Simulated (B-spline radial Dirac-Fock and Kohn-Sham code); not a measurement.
What relativity does to the binding energies of Ir⁴⁸⁺

System: the Ir⁴⁸⁺ ion, [Ar] 3d10 4s1.

Both columns are ΔSCF binding energies of the configuration average from a radial B-spline solver: non-relativistic Hartree-Fock with a point nucleus, and Dirac-Fock with a finite nucleus and the Coulomb interaction alone, averaged over the two j levels with weights 2j+1.

| shell | Hartree-Fock (eV) | Dirac-Fock (eV) | shift (eV) | shift (%) |
| --- | --- | --- | --- | --- |
| 1s | 72300.5 | 79107.2 | +6806.68 | +9.41 |
| 2s | 14172.0 | 16018.9 | +1846.91 | +13.03 |
| 2p | 13697.6 | 14339.1 | +641.52 | +4.68 |
| 3p | 4877.8 | 5081.8 | +204.06 | +4.18 |
| 3d | 4488.9 | 4495.9 | +6.98 | +0.16 |
| 4s | 2544.9 | 2725.0 | +180.09 | +7.08 |

Relativity binds 1s, 2s, 2p, 3p, 3d, 4s more strongly, among those listed most of all 2s in relative terms.

Values without a named source are computed, but for edge energies of neutral atoms, which are taken from tables.
